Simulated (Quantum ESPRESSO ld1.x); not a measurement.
Question: These are the eigenvalues of the occupied orbitals of an atom or ion with whole-number occupations (eV). All-electron calculation, scalar-relativistic Kohn-Sham, LDA (Slater exchange, VWN5 correlation), spin-unpolarised, spherical densities, point nucleus. Program: ld1.x of Quantum ESPRESSO 7.5.

| orbital | eigenvalue |
|---|---|
| 1s | -79164.4 |
| 2s | -17941.6 |
| 2p | -16324.3 |
| 3s | -7306.32 |
| 3p | -6829.92 |

Which element is it, and in what charge state? The configuration may be excited.

Answer: Z = 76, osmium, charge +63: Os63+ in [Ne] 3s2 3p1. The list shows which subshells hold electrons but not how many an open one holds; the 1s level, -2909.2 hartree, gives Z - s = 76.3 by -(Z - s)^2/2, which with screening and relativity narrows Z to a few neighbours, and the depths of the outer levels then fix element, charge and occupations together.
